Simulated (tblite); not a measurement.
A geometry optimisation, step by step.

Species: C₁₃H₁₂Se.
Bonds: C1–C2, C2–C3 (aromatic), C3–C4 (aromatic), C4–C5 (aromatic), C5–Se6, Se6–C7, C7–C8 (aromatic), C8–C9 (aromatic), C9–C10 (aromatic), C10–C11 (aromatic), C11–C12 (aromatic), C5–C13 (aromatic), C13–C14 (aromatic), C2–C14 (aromatic), C7–C12 (aromatic). Hydrogens: H15, H16, H17 on C1; H18 on C3; H19 on C4; H20 on C8; H21 on C9; H22 on C10; H23 on C11; H24 on C12; H25 on C13; H26 on C14.

Computed with GFN2-xTB (tblite), gas phase: L-BFGS steps from a force-field or distance-geometry start until the largest atomic force falls under 0.01 eV/Å. 6 of its 92 geometries are shown.

Step 0: E = -1009.1110 eV, largest atomic force 1.722 eV/Å
```
atom  x, y, z in Å  |  force x, y, z in eV/Å
C1     -4.686    0.911    0.423   -1.628   0.557  -0.061
C2     -3.364    0.355    0.087    0.344  -0.224   0.561
C3     -2.417    0.002    1.057   -0.416   0.177  -0.354
C4     -1.180   -0.514    0.699    0.043  -0.012   1.600
C5     -0.890   -0.698   -0.622   -0.016   0.562  -0.695
Se6     0.769   -1.407   -1.263    0.055  -0.653  -0.626
C7      2.299   -0.626   -0.430    0.201   0.117   0.639
C8      2.396    0.700   -0.055    0.549   0.117   0.264
C9      3.564    1.150    0.548    0.101   0.129   0.111
C10     4.626    0.293    0.789    0.284   0.535   0.175
C11     4.539   -1.021    0.419   -0.016  -0.544  -0.168
C12     3.378   -1.463   -0.175   -0.113  -0.824  -0.328
C13    -1.841   -0.344   -1.582    0.944  -0.397  -0.687
C14    -3.059    0.173   -1.242    0.136  -0.180  -0.443
H15    -5.251    1.102   -0.541    0.383  -0.386   1.162
H16    -5.291    0.223    1.090    0.668   0.849  -0.728
H17    -4.598    1.910    0.901   -0.042  -0.664   0.023
H18    -2.711    0.159    2.083    0.260  -0.091   0.137
H19    -0.451   -0.787    1.489   -0.471   0.212  -0.574
H20     1.583    1.366   -0.228   -0.420   0.393  -0.064
H21     3.692    2.178    0.861   -0.299   0.032  -0.127
H22     5.546    0.630    1.254   -0.211   0.214  -0.001
H23     5.365   -1.701    0.606   -0.211   0.055  -0.084
H24     3.300   -2.504   -0.466   -0.046  -0.032  -0.002
H25    -1.580   -0.488   -2.629   -0.056   0.022   0.148
H26    -3.757    0.422   -2.030   -0.022   0.036   0.121
```

Step 18: E = -1009.4065 eV, largest atomic force 0.175 eV/Å
```
atom  x, y, z in Å  |  force x, y, z in eV/Å
C1     -4.678    0.917    0.453    0.098  -0.061   0.002
C2     -3.340    0.371    0.044   -0.024  -0.005  -0.005
C3     -2.390    0.046    1.012   -0.066   0.068  -0.046
C4     -1.140   -0.434    0.665   -0.082   0.003   0.029
C5     -0.823   -0.599   -0.676   -0.065   0.010   0.014
Se6     0.775   -1.492   -1.275    0.040  -0.005  -0.021
C7      2.255   -0.699   -0.334    0.058   0.032   0.029
C8      2.328    0.645    0.008    0.051   0.033   0.014
C9      3.497    1.140    0.569    0.015  -0.042   0.015
C10     4.585    0.307    0.788    0.000  -0.010  -0.057
C11     4.514   -1.029    0.426   -0.021  -0.009  -0.008
C12     3.352   -1.530   -0.129    0.015   0.008  -0.015
C13    -1.766   -0.294   -1.647   -0.046  -0.056  -0.028
C14    -3.018    0.177   -1.294    0.032   0.042   0.046
H15    -5.316    1.090   -0.410    0.046   0.016  -0.002
H16    -5.186    0.226    1.122   -0.003  -0.047   0.032
H17    -4.547    1.857    0.991   -0.015  -0.002  -0.038
H18    -2.655    0.149    2.058    0.085   0.047  -0.068
H19    -0.426   -0.696    1.431    0.050  -0.005   0.010
H20     1.490    1.304   -0.177    0.010  -0.059   0.022
H21     3.578    2.190    0.816   -0.099  -0.058   0.017
H22     5.496    0.696    1.222   -0.093   0.027  -0.036
H23     5.368   -1.680    0.563   -0.080   0.055   0.038
H24     3.287   -2.568   -0.424    0.009  -0.027   0.013
H25    -1.518   -0.453   -2.685    0.003   0.001  -0.106
H26    -3.744    0.382   -2.074    0.081   0.042   0.149
```

Step 36: E = -1009.4482 eV, largest atomic force 0.095 eV/Å
```
atom  x, y, z in Å  |  force x, y, z in eV/Å
C1     -4.620    0.897    0.488    0.070  -0.002  -0.017
C2     -3.268    0.420    0.046    0.024  -0.047  -0.018
C3     -2.281    0.123    0.985   -0.028   0.025  -0.003
C4     -1.060   -0.399    0.603   -0.019   0.017   0.050
C5     -0.795   -0.621   -0.741   -0.084   0.045   0.001
Se6     0.770   -1.570   -1.323    0.063  -0.057  -0.037
C7      2.217   -0.776   -0.336    0.008   0.007   0.022
C8      2.223    0.562    0.034   -0.001   0.009  -0.003
C9      3.365    1.109    0.594   -0.004   0.005  -0.003
C10     4.498    0.333    0.781   -0.018   0.004  -0.015
C11     4.473   -1.010    0.446    0.022  -0.001   0.001
C12     3.337   -1.568   -0.109    0.013   0.018  -0.003
C13    -1.750   -0.287   -1.692   -0.044   0.013  -0.020
C14    -2.971    0.230   -1.298   -0.015   0.003  -0.009
H15    -5.279    1.047   -0.363    0.016   0.029  -0.036
H16    -5.083    0.167    1.150    0.037  -0.031   0.016
H17    -4.540    1.833    1.038    0.023   0.045   0.007
H18    -2.485    0.285    2.035    0.006  -0.016  -0.009
H19    -0.316   -0.648    1.345    0.017  -0.007   0.032
H20     1.345    1.174   -0.125    0.009  -0.010  -0.019
H21     3.381    2.153    0.871   -0.039   0.002  -0.010
H22     5.402    0.777    1.173   -0.059  -0.022   0.051
H23     5.346   -1.625    0.610    0.006  -0.009  -0.007
H24     3.317   -2.617   -0.375   -0.022   0.023  -0.032
H25    -1.540   -0.444   -2.741    0.006  -0.016   0.005
H26    -3.706    0.478   -2.054    0.013  -0.026   0.059
```

Step 55: E = -1009.4771 eV, largest atomic force 0.100 eV/Å
```
atom  x, y, z in Å  |  force x, y, z in eV/Å
C1     -4.502    0.961    0.523    0.022   0.023  -0.002
C2     -3.178    0.439    0.061    0.028  -0.041  -0.008
C3     -2.172    0.152    0.981    0.019   0.016  -0.005
C4     -0.976   -0.411    0.579   -0.027  -0.053   0.030
C5     -0.765   -0.688   -0.766   -0.083   0.053  -0.008
Se6     0.763   -1.669   -1.385    0.095   0.027  -0.014
C7      2.191   -0.806   -0.434   -0.032  -0.024   0.028
C8      2.118    0.521   -0.035    0.009  -0.015  -0.023
C9      3.191    1.091    0.625   -0.014  -0.002  -0.001
C10     4.333    0.349    0.877    0.006   0.016   0.043
C11     4.410   -0.968    0.456    0.002   0.002   0.008
C12     3.340   -1.549   -0.196    0.008   0.004  -0.022
C13    -1.737   -0.357   -1.698   -0.068  -0.031  -0.031
C14    -2.934    0.198   -1.284   -0.005   0.013  -0.011
H15    -5.162    1.141   -0.321   -0.020   0.020  -0.007
H16    -4.979    0.241    1.187    0.006  -0.003   0.006
H17    -4.377    1.890    1.075   -0.002   0.050   0.030
H18    -2.339    0.358    2.030    0.013  -0.028  -0.047
H19    -0.215   -0.654    1.308    0.002  -0.006  -0.007
H20     1.230    1.105   -0.239    0.004  -0.022  -0.004
H21     3.136    2.125    0.938   -0.007  -0.015   0.014
H22     5.158    0.794    1.410    0.047   0.037  -0.019
H23     5.302   -1.548    0.637    0.025   0.005   0.032
H24     3.390   -2.579   -0.521   -0.020  -0.004  -0.008
H25    -1.558   -0.556   -2.746   -0.019  -0.003   0.001
H26    -3.690    0.440   -2.019    0.012  -0.021   0.024
```

Step 73: E = -1009.4933 eV, largest atomic force 0.055 eV/Å
```
atom  x, y, z in Å  |  force x, y, z in eV/Å
C1     -4.410    1.048    0.561    0.007  -0.005  -0.006
C2     -3.138    0.437    0.059    0.014  -0.044   0.016
C3     -2.116    0.124    0.951    0.032   0.004   0.003
C4     -0.946   -0.470    0.520   -0.009  -0.022   0.001
C5     -0.772   -0.746   -0.831   -0.029   0.003   0.006
Se6     0.793   -1.660   -1.489    0.028  -0.012   0.011
C7      2.192   -0.816   -0.471   -0.009   0.012  -0.032
C8      2.070    0.500   -0.050   -0.008  -0.007   0.016
C9      3.096    1.085    0.668   -0.012   0.010   0.011
C10     4.251    0.373    0.947    0.008   0.017  -0.013
C11     4.384   -0.928    0.492   -0.016  -0.006   0.006
C12     3.358   -1.527   -0.216   -0.028  -0.002   0.010
C13    -1.782   -0.439   -1.732   -0.024  -0.022  -0.002
C14    -2.955    0.143   -1.286    0.015   0.020   0.005
H15    -5.083    1.281   -0.260    0.003   0.004  -0.005
H16    -4.915    0.358    1.237    0.002   0.014  -0.005
H17    -4.203    1.963    1.115    0.001   0.004   0.002
H18    -2.248    0.340    2.003    0.015  -0.012  -0.021
H19    -0.172   -0.726    1.232   -0.001   0.010  -0.027
H20     1.175    1.061   -0.279    0.002   0.001   0.014
H21     2.990    2.105    1.009    0.015   0.022   0.002
H22     5.048    0.835    1.508    0.015   0.008   0.011
H23     5.288   -1.483    0.697    0.006  -0.004  -0.005
H24     3.463   -2.545   -0.566   -0.055   0.004  -0.006
H25    -1.651   -0.668   -2.781    0.011   0.013   0.011
H26    -3.738    0.375   -1.994    0.016  -0.009  -0.003
```

Step 91: E = -1009.4975 eV, largest atomic force 0.009 eV/Å
```
atom  x, y, z in Å  |  force x, y, z in eV/Å
C1     -4.373    1.068    0.567   -0.003  -0.001  -0.002
C2     -3.121    0.421    0.061    0.006  -0.006   0.001
C3     -2.094    0.100    0.944    0.006  -0.001   0.002
C4     -0.934   -0.503    0.500    0.002   0.002   0.000
C5     -0.776   -0.775   -0.852    0.000   0.000   0.001
Se6     0.803   -1.655   -1.515    0.000   0.001  -0.005
C7      2.173   -0.797   -0.471   -0.002  -0.002  -0.004
C8      2.048    0.515   -0.038    0.002  -0.001  -0.006
C9      3.075    1.096    0.683    0.001   0.001  -0.007
C10     4.232    0.383    0.955   -0.002  -0.003   0.004
C11     4.362   -0.919    0.501   -0.001  -0.002  -0.003
C12     3.335   -1.513   -0.209   -0.002   0.001  -0.001
C13    -1.794   -0.470   -1.744    0.004   0.002   0.001
C14    -2.957    0.121   -1.284    0.007   0.002  -0.001
H15    -5.041    1.319   -0.253   -0.004   0.002  -0.004
H16    -4.897    0.397    1.247    0.004   0.000   0.003
H17    -4.136    1.978    1.116   -0.004   0.004   0.007
H18    -2.209    0.320    1.996   -0.003  -0.003  -0.003
H19    -0.149   -0.756    1.200   -0.007  -0.004  -0.004
H20     1.153    1.079   -0.262   -0.002  -0.003   0.001
H21     2.974    2.115    1.026    0.001   0.002   0.001
H22     5.031    0.844    1.516    0.002   0.003   0.000
H23     5.264   -1.477    0.703    0.000   0.002   0.006
H24     3.427   -2.530   -0.564   -0.005   0.004   0.006
H25    -1.671   -0.694   -2.795   -0.001   0.000   0.007
H26    -3.744    0.358   -1.986    0.002   0.000   0.001
```

Problem. Summarise the path.

Solution. The energy falls by 8.91 kcal/mol from step 0 to step 91; nine tenths of that is first reached at step 45. It falls at every step. The largest force goes from 1.722 to 0.009 eV/Å. Among the bonds C1–H15 changes most, from 1.134 to 1.087 Å; the atoms move by 0.386 Å rms after alignment.

The cost below is that of the whole relaxation. The run took 1.0 s on one thread, Arm Neoverse V2 (aarch64), no GPU, shared host with 32 logical CPUs at a one-minute load of 19.
